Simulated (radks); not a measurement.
Rh35+, 10 electrons, occupied as [Ne] (the NIST ground configuration). Calculated with a radial shooting solver on a logarithmic mesh with Libxc functionals: Dirac Kohn-Sham, PBE, spin-unpolarised, spherical densities, point nucleus.

Normalised radial functions P(r) = r R(r) (large component), r in bohr:

r,1s1/2,2p1/2
0.003205,1.8392,0.0434
0.003883,2.1387,0.0581
0.004705,2.4709,0.0783
0.005701,2.8325,0.1057
0.006908,3.2166,0.1431
0.00837,3.6113,0.1939
0.01014,3.9987,0.2621
0.01229,4.3541,0.3532
0.01489,4.6462,0.4732
0.01804,4.8381,0.6286
0.02186,4.8910,0.8255
0.02649,4.7709,1.0682
0.03209,4.4570,1.3565
0.03889,3.9522,1.6832
0.04712,3.2906,2.0299
0.05709,2.5394,2.3644
0.06917,1.7880,2.6409
0.08382,1.1271,2.8038
0.1016,0.6217,2.8001
0.1231,0.2918,2.5982
0.1491,0.1128,2.2068
0.1807,0.0344,1.6850
0.2189,0.0079,1.1316
0.2652,0.0013,0.6509
0.3214,0.0001,0.3102
0.3894,0.0000,0.1176
0.4718,0.0000,0.0338

1s1/2: eigenvalue -25116 eV, 0 radial nodes, <r> = 0.0326 bohr, 90 % of the charge inside 0.0584 bohr. 2p1/2: eigenvalue -5076.3 eV, 0 radial nodes, <r> = 0.118 bohr, 90 % of the charge inside 0.192 bohr.
